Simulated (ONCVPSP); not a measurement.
Pseudopotential generation for chlorine (Cl): ONCV, LDA (Perdew-Wang 92), scalar-relativistic.

Cl (Z = 17), optimised norm-conserving Vanderbilt (ONCV), made with ONCVPSP 4.0.1 (LDA (Perdew-Wang 92), scalar-relativistic). Core [Ne], reference 3s1.75 3p5.25. Waves: 3s: rc 1.35 bohr, ncon 4, nbas 7, qcut 4.1 1/bohr, 3 projectors, debl 3.4 Ha; 3p: rc 1.45 bohr, ncon 4, nbas 7, qcut 5.6 1/bohr, 2 projectors, debl 0.4 Ha; d scattering state at 0.03 Ha: rc 1.25 bohr, ncon 4, nbas 9, qcut 8.7 1/bohr, 2 projectors, debl 2.3 Ha. Local part: polynomial inside 0.90 bohr (lpopt 5, dvloc0 -1 Ha). Core correction: Teter function, fcfact 3, rcfact 1.75.

(1) Estimate the cutoffs (Ha) at which the residual kinetic energy of the hardest occupied pseudo-wave falls to 1 and 0.1 mHa per electron.

(2) Does the potential have ghost states?

(3) Which valence shell sets the plane-wave cutoff?

(4) Tests: 3s2 3p5; 3s2 3p4; 3s2 3p3; 3s2 3p2. Which has the largest error in its energy relative to the reference configuration, and how large is it?

Answers

(1) 54 Ha and 67 Ha.

(2) No bound ghost flagged; GHOST(+) flagged for s at 290.8 eV.

(3) 3s: 54 Ha for 1 mHa per electron, against 8 Ha for 3p.

(4) 3s2 3p2, with -7.4 meV (all-electron minus pseudo) on +74.89 eV.
